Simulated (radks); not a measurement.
Q: All-electron atom: the praseodymium ion Pr+ in [Kr] 4d10 4f3.25 5s1.75 5p6 6s1 (fractional occupations, a model configuration). Calculated with a radial shooting solver on a logarithmic mesh with Libxc functionals: scalar-relativistic Kohn-Sham, BLYP, spin-unpolarised, spherical densities, finite nucleus; Fermi nuclear charge, rms radius 4.8919 fm. Some entries of the table are withheld. Estimate them.

orbital  occ.  eigenvalue (eV)  <r> (bohr)  <r^2> (bohr^2)
1s          2        -41823.14         (1)       0.0007896
2s          2        -6732.825      0.1031             (2)
2p          6        -6025.685     0.09054             (3)
3s          2        -1456.067      0.2724         0.08476
3p          6        -1232.074      0.2705         0.08478
3d         10        -917.4061      0.2475         0.07215
4s          2        -293.2599      0.6227          0.4376
4p          6        -220.1168      0.6599          0.4952
4d         10        -115.5315      0.7283          0.6159
5s       1.75         -44.6501       1.508           2.560
5p          6         -27.1052       1.767           3.547
6s          1              (4)       4.057           18.47
5d          0          -7.2991       2.923           10.14
4f       3.25          -6.5661       1.200           2.045
6p          0          -5.1826       5.135           29.65

A: 
(1) 1s <r> (bohr): 0.02409
(2) 2s <r^2> (bohr^2): 0.01253
(3) 2p <r^2> (bohr^2): 0.01000
(4) 6s eigenvalue (eV): -8.1194
